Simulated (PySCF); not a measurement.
Vertical excitations of a molecule CH₉NO₂Si₂ from TDA-PBE/def2-SVPD (PySCF 2.14.0), as energy in eV (oscillator strength): 5.05 (0.003), 5.61 (0.020), 5.94 (0.053), 6.20 (0.011), 6.37 (0.009), 6.51 (0.006). Lowest triplet (TDA): 4.98 eV. Coordinates come from a B3LYP-D3(BJ)/def2-SVP optimisation. Other conformers were not sampled.

**Question.** Identify the compound among the candidates.
A. CN[SiH2]O[SiH2]O
B. N[SiH2]OC[SiH2]O
C. CN([SiH3])[SiH](O)O
D. NC([SiH2]O)[SiH2]O

**Answer.** A, CN[SiH2]O[SiH2]O
